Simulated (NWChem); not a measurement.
System: Si₂Cl₅, doublet; SMILES Cl[Si]([Si](Cl)(Cl)Cl)Cl

NWChem input:

```
start job
memory heap 200 mb stack 900 mb global 1100 mb
geometry units angstroms noautosym nocenter noautoz
  Cl    -1.680202     2.232356    -0.218790
  Si    -0.003723     1.362544     0.620446
  Cl     1.696093     2.223796    -0.179791
  Si    -0.002852    -0.923541     0.066083
  Cl     0.028696    -1.258001    -1.957813
  Cl     1.653832    -1.786792     0.913819
  Cl    -1.691552    -1.775559     0.860214
end
basis spherical
  * library def2-svp
end
dft
  odft
  mult 2
  xc pbe0
  iterations 150
end
property
  efieldgrad
end
task dft property
```

Structure relaxed at the PBE0/def2-SVP, spin-unrestricted level. No stability test was run on the SCF state.

Vzz is the largest principal value of the second derivative of the potential at the nucleus (NWChem prints the opposite sign); η is the asymmetry. Non-relativistic.

Atoms are numbered as in the input.

Predict the main results of this run. (PBE0/def2-SVP, spin-unrestricted.) Quantities: Vzz Cl3 (a.u.); η Cl3; Vzz Cl5 (a.u.); η Cl5; Vzz Cl7 (a.u.); η Cl7.


```yaml
Vzz Cl3 (a.u.): 1.967
"η Cl3": 0.08
Vzz Cl5 (a.u.): 2.073
"η Cl5": 0.03
Vzz Cl7 (a.u.): 2.060
"η Cl7": 0.01
```
